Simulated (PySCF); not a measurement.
Work out the structure from these simulated measurements.

Elements present: C, H and N. Monoisotopic mass: 97.0891 u.

- 1H NMR: chemical shifts (computed TMS as zero) by class: 1.47 (2 H), 1.33 (6 H), 1.26 (3 H) ppm [GIAO PBE0/pcSseg-1]
- Rotational structure: rotational constants A, B, C: 2.824, 2.471, 1.883 GHz [GFN2-xTB]
- Triplet: lowest triplet excitation (Tamm–Dancoff): 6.68 eV [TDA wB97X-D/def2-SVPD]
- NMR, other nuclei: isotropic shieldings of nuclei other than C and H, by class: -29 (1 N) ppm [GIAO PBE0/pcSseg-1]
- Dipole: 4.09 D [wB97X-D/def2-SVPD]
- 13C NMR: chemical shifts (computed TMS as zero) by class: 129.5 (1 C), 38.2 (1 C), 31.2 (1 C), 29.1 (2 C), 12.4 (1 C) ppm [GIAO PBE0/pcSseg-1]
- Polarisability: 74.4 au [wB97X-D/def2-SVPD]
- Couplings: largest of the computed one-bond spin–spin couplings (means over like bonds): 13C–1H +135.6 (×2), 13C–1H +135.1 (×6), 13C–1H +132.8 (×3), 13C–13C +65.6, 13C–13C +34.9 (×2), 13C–13C +34.4, 13C–13C +34.3, 15N–13C -20.4 Hz [B3LYP/pcJ-1, spin–dipole term left out for some pairs]

The electronic properties come from PySCF, for the isolated species, density fitting. Levels stand in brackets. One conformer (not necessarily the lowest) at the GFN2-xTB geometry, without solvent, vibrations or thermal averaging. NMR classes are plain means over equivalent atoms (diastereotopic ones count apart unless rotation or inversion swaps them), as if these changed places fast.

Question: Which formula fits the mass and the elements?

Answer: C6H11N (calculated 97.0891). No other formula that holds each of these elements comes within 0.0003 u with a fitting electron parity and a possible valence count.

Question: Propose a structure and show how it fits.

Answer: Numbering: `[CH3:1][CH2:2][C:3]([CH3:4])([CH3:5])[C:6]#[N:7]`. Its formula, C6H11N, gives 2 degrees of unsaturation: 0 rings and 2 π bonds in the structure found. 6 carbons fall into 5 classes; from least to most shielded: nitrile carbon [C6] (129.5 ppm), chain CH2 carbon [C2] (38.2 ppm), sp3 carbon next to a nitrile [C3] (31.2 ppm), methyl carbon [C4/C5] (29.1 ppm, 2 C, up to 5.1 ppm apart in this geometry), methyl carbon [C1] (12.4 ppm). Hydrogen classes from least to most shielded: 2 H on a chain CH2 carbon, C2 (1.47 ppm), 6 H on 2 methyl carbons, C4/C5 (1.33 ppm, a mean of values up to 1.1 ppm apart in this geometry), 3 H on a methyl carbon, C1 (1.26 ppm). The other shieldings belong to: -29 ppm, nitrile nitrogen [N7]. The couplings run between: +135.6 Hz, chain CH2 carbon [C2] and its hydrogen (with 1 like pair); +135.1 Hz, methyl carbon [C4] and its hydrogen (with 5 like pairs); +132.8 Hz, methyl carbon [C1] and its hydrogen (with 2 like pairs); +65.6 Hz, sp3 carbon next to a nitrile [C3] and nitrile carbon [C6]; +34.9 Hz, sp3 carbon next to a nitrile [C3] and methyl carbon [C4] (with 1 like pair); +34.4 Hz, methyl carbon [C1] and chain CH2 carbon [C2]; +34.3 Hz, chain CH2 carbon [C2] and sp3 carbon next to a nitrile [C3]; -20.4 Hz, nitrile nitrogen [N7] and nitrile carbon [C6]. The optimised geometry has point group C1 and is an asymmetric top. Structure: 2,2-dimethylbutanenitrile (`C(C)(C#N)(C)CC`). Computed isomers that give other values at the same levels: `CC#CCCNC` (13C chemical shifts (computed TMS as zero) by class: 83.4 (1 C), 83.0 (1 C), 56.5 (1 C), 37.3 (1 C), 20.6 (1 C), 4.8 (1 C) ppm); `C=C/C(C)=N\CC` (13C chemical shifts (computed TMS as zero) by class: 166.6 (1 C), 133.5 (1 C), 129.0 (1 C), 46.7 (1 C), 26.7 (1 C), 21.1 (1 C) ppm); `CN(C)[C@]12C[C@H]1C2` (13C chemical shifts (computed TMS as zero) by class: 44.9 (2 C), 39.6 (1 C), 30.4 (2 C), 5.7 (1 C) ppm). The assignments are read from this structure; whether some other isomer fits the data as well wasn't checked.

Shape of the structure used: `[CH3:1][CH2:2][C:3]([CH3:4])([CH3:5])[C:6]#[N:7]`: C1–C2–C3–C4 -175°.
